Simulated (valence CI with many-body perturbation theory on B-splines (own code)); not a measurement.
**Sm LVII: calculated level list**

Computed by valence CI with perturbative core correlation (CI+MBPT): four valence electrons over a frozen Dirac-Fock core [He], radial functions for each j: 9 s, 9 p, 8 d, 6 f, 3 g, 1 h, with the one-electron correlation potential Σ1, the two-electron term Σ2, the three-electron term Σ3, Breit, model QED; selected CI, second order for the rest, scaled by the run's own slope (own B-spline code, finite nucleus).

The last digits are not significant, and no measured levels were compared; by estimate large intervals hold to a few tenths of a per cent, small ones and those within an open d or f shell to about a per cent.

Levels 1 to 40 of 40, with energies above the lowest level, (2s^2 2p1/2^2) J=0. "Leading %" is the weight of the configuration and term that name the level; weights of strongly mixed levels are sums over their largest components and can fall short, so below about 35 % the name and the second component can differ from the true leading terms, or belong to a minority configuration. In the jj column 3d3/2^4 stands for four electrons in 3d with j = 3/2.

| No. | Configuration | Term | J | E (eV) | Leading % | Leading jj | Second component |
| --- | --- | --- | --- | --- | --- | --- | --- |
| 1 | 2s2.2p2 | 3P | 0 | 0.0 | 69 | 2s^2 2p1/2^2 (100 %) | 30 % 2s2.2p2 1S |
| 2 | 2s2.2p2 | 3P | 1 | 625.4 | 100 | 2s^2 2p1/2 2p3/2 (100 %) |  |
| 3 | 2s2.2p2 | 1D | 2 | 642.6 | 64 | 2s^2 2p1/2 2p3/2 (100 %) | 36 % 2s2.2p2 3P |
| 4 | 2s.2p3 | 3P° | 2 | 853.9 | 47 | 2s 2p1/2^2 2p3/2 (99 %) | 30 % 2s.2p3 5S° |
| 5 | 2s.2p3 | 3D° | 1 | 924.9 | 33 | 2s 2p1/2^2 2p3/2 (99 %) | 28 % 2s.2p3 1P° |
| 6 | 2s2.2p2 | 3P | 2 | 1284.1 | 64 | 2s^2 2p3/2^2 (99 %) | 36 % 2s2.2p2 1D |
| 7 | 2s2.2p2 | 1S | 0 | 1333.1 | 69 | 2s^2 2p3/2^2 (99 %) | 31 % 2s2.2p2 3P |
| 8 | 2s.2p3 | 5S° | 2 | 1457.4 | 49 | 2s 2p1/2 2p3/2^2 (99 %) | 47 % 2s.2p3 3D° |
| 9 | 2s.2p3 | 3D° | 3 | 1497.0 | 100 | 2s 2p1/2 2p3/2^2 (100 %) |  |
| 10 | 2s.2p3 | 3P° | 0 | 1543.3 | 100 | 2s 2p1/2 2p3/2^2 (100 %) |  |
| 11 | 2s.2p3 | 3S° | 1 | 1561.4 | 50 | 2s 2p1/2 2p3/2^2 (99 %) | 42 % 2s.2p3 3D° |
| 12 | 2s.2p3 | 1D° | 2 | 1571.5 | 74 | 2s 2p1/2 2p3/2^2 (99 %) | 21 % 2s.2p3 3D° |
| 13 | 2s.2p3 | 3P° | 1 | 1574.9 | 60 | 2s 2p1/2 2p3/2^2 (99 %) | 32 % 2s.2p3 1P° |
| 14 | 2p4 | 3P | 2 | 1814.6 | 68 | 2p1/2^2 2p3/2^2 (99 %) | 31 % 2p4 1D |
| 15 | 2p4 | 1S | 0 | 1866.9 | 63 | 2p1/2^2 2p3/2^2 (99 %) | 37 % 2p4 3P |
| 16 | 2s.2p3 | 3P° | 2 | 2166.7 | 52 | 2s 2p3/2^3 (99 %) | 17 % 2s.2p3 3D° |
| 17 | 2s.2p3 | 1P° | 1 | 2234.9 | 38 | 2s 2p3/2^3 (99 %) | 25 % 2s.2p3 3S° |
| 18 | 2p4 | 3P | 1 | 2451.6 | 100 | 2p1/2 2p3/2^3 (100 %) |  |
| 19 | 2p4 | 1D | 2 | 2469.2 | 69 | 2p1/2 2p3/2^3 (100 %) | 31 % 2p4 3P |
| 20 | 2p4 | 3P | 0 | 3132.9 | 63 | 2p3/2^4 (100 %) | 36 % 2p4 1S |
| 21 | 2s2.2p.3s | 3P° | 0 | 6901.5 | 99 | 2s^2 2p1/2 3s (99 %) |  |
| 22 | 2s2.2p.3s | 3P° | 1 | 6904.6 | 67 | 2s^2 2p1/2 3s (100 %) | 32 % 2s2.2p.3s 1P° |
| 23 | 2s2.2p.3p | 3D | 1 | 6969.9 | 73 | 2s^2 2p1/2 3p1/2 (100 %) | 22 % 2s2.2p.3p 1P |
| 24 | 2s2.2p.3p | 3P | 0 | 7006.3 | 68 | 2s^2 2p1/2 3p1/2 (99 %) | 31 % 2s2.2p.3p 1S |
| 25 | 2s.2p2.3s | 5P | 1 | 7104.9 | 42 | 2s 2p1/2^2 3s (93 %) | 28 % 2s.2p2.3s 3S |
| 26 | 2s.2p2.3s | 3P | 0 | 7137.9 | 69 | 2s 2p1/2^2 3s (98 %) | 30 % 2s.2p2.3s 1S |
| 27 | 2s2.2p.3p | 3D | 2 | 7173.5 | 53 | 2s^2 2p1/2 3p3/2 (100 %) | 31 % 2s2.2p.3p 1D |
| 28 | 2s2.2p.3p | 3P | 1 | 7176.9 | 45 | 2s^2 2p1/2 3p3/2 (94 %) | 28 % 2s2.2p.3p 3S |
| 29 | 2s.2p2.3p | 3P° | 1 | 7181.5 | 32 | 2s 2p1/2^2 3p1/2 (97 %) | 22 % 2s.2p2.3p 5D° |
| 30 | 2s.2p2.3p | 3P° | 0 | 7182.5 | 49 | 2s 2p1/2^2 3p1/2 (99 %) | 45 % 2s.2p2.3p 5D° |
| 31 | 2s2.2p.3d | 3F° | 2 | 7227.1 | 74 | 2s^2 2p1/2 3d3/2 (100 %) | 20 % 2s2.2p.3d 1D° |
| 32 | 2s2.2p.3d | 3D° | 1 | 7251.0 | 50 | 2s^2 2p1/2 3d3/2 (97 %) | 31 % 2s2.2p.3d 1P° |
| 33 | 2s2.2p.3d | 3P° | 2 | 7290.3 | 47 | 2s^2 2p1/2 3d5/2 (98 %) | 35 % 2s2.2p.3d 3D° |
| 34 | 2s2.2p.3d | 3F° | 3 | 7293.8 | 47 | 2s^2 2p1/2 3d5/2 (100 %) | 31 % 2s2.2p.3d 1F° |
| 35 | 2s.2p2.3p | 3P° | 2 | 7381.5 | 34 | 2s 2p1/2^2 3p3/2 (98 %) | 21 % 2s.2p2.3p 5P° |
| 36 | 2s.2p2.3p | 3D° | 1 | 7386.2 | 33 | 2s 2p1/2^2 3p3/2 (99 %) | 21 % 2s.2p2.3p 1P° |
| 37 | 2s.2p2.3d | 3D | 1 | 7434.5 | 44 | 2s 2p1/2^2 3d3/2 (99 %) | 38 % 2s.2p2.3d 5F |
| 38 | 2s.2p2.3d | 3D | 2 | 7439.8 | 30 | 2s 2p1/2^2 3d3/2 (97 %) | 19 % 2s.2p2.3d 5F |
| 39 | 2s.2p2.3d | 3D | 3 | 7495.4 | 36 | 2s 2p1/2^2 3d5/2 (99 %) | 18 % 2s.2p2.3d 5D |
| 40 | 2s.2p2.3d | 3F | 2 | 7511.1 | 30 | 2s 2p1/2^2 3d5/2 (96 %) | 22 % 2s.2p2.3d 1D |

The ionisation energy to 2s2.2p 2P°_1/2 of the next ion comes out as 12265 eV (NIST: 12264 ± 5 eV (theoretical)). All 40 levels together are meant to be complete up to 7516.2 eV.
